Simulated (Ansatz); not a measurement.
Geometry optimisation, RKS BHLYP-D4/def2-SVP (Ansatz 0.2.0).

Input:

```yaml
crystal:
  periodic: [false, false, false]
  atoms:
    - { symbol: B, position_ang: [-0.7425, 1.7463, 1.6462] }
    - { symbol: Ga, position_ang: [-0.959, -0.4315, 1.5461] }
    - { symbol: B, position_ang: [0.1645, -1.4558, -0.2711] }
    - { symbol: F, position_ang: [0.4756, -2.8622, -0.4612] }
    - { symbol: Al, position_ang: [0.9517, -0.1111, -1.6409] }
    - { symbol: H, position_ang: [0.3007, 1.3648, 1.7191] }
    - { symbol: H, position_ang: [-1.3216, 1.7849, 0.597] }
    - { symbol: H, position_ang: [-1.2753, -0.9431, 1.1021] }
    - { symbol: H, position_ang: [0.7314, 1.4787, -1.3574] }
    - { symbol: H, position_ang: [1.7577, -0.6222, -2.8769] }
basis:
  gaussian: { orbitals: def2-SVP }
hamiltonian:
  xc: { name: BHLYP }
  dispersion: d4
relax:
  f_tol: 0.015
  max_steps: 40
```

Launched with:

```bash
$ ansatz run input.yaml --threads 2 --pin off --max-ram 3072MiB --backend cpu --events-out ev --progress --plain --runs-dir out
```

Problem. Where does it end, and by what steps?

Solution. The forces met the threshold. After 32 steps the energy has fallen by 26.283 eV; H6 moved furthest, 1.88 Å. The start is strongly strained (largest force component 71 eV/Å).

```tsv
step	energy less start (eV)	largest force component (eV/Å)	accepted
0	0.0000	70.511	yes
2	-21.7880	6.894	yes
4	-24.8088	1.304	yes
6	-25.8013	0.433	yes
8	-26.0676	0.420	yes
10	-26.1210	0.339	yes
12	-26.1864	0.073	yes
14	-26.1900	0.624	no
16	-26.2333	0.135	yes
18	-26.2542	0.449	yes
20	-26.2570	0.608	no
22	-26.2760	0.050	yes
24	-26.2802	0.108	yes
26	-26.2822	0.036	yes
28	-26.2825	0.025	yes
30	-26.2829	0.032	yes
32	-26.2831	0.011	yes
```

```xyz
10
Properties=species:S:1:pos:R:3
B -0.874 1.332 2.147
Ga -0.887 -0.289 0.848
B 0.777 -0.982 -0.297
F 1.650 -1.771 0.326
Al 1.096 -0.478 -2.377
H -0.669 1.202 3.324
H -1.046 2.459 1.766
H -2.266 -1.018 0.592
H 1.579 0.976 -2.783
H 0.723 -1.482 -3.543
```

Run time: 110 s on 2 threads of Arm Neoverse V2, on a shared host, peak memory 0.29 GiB.
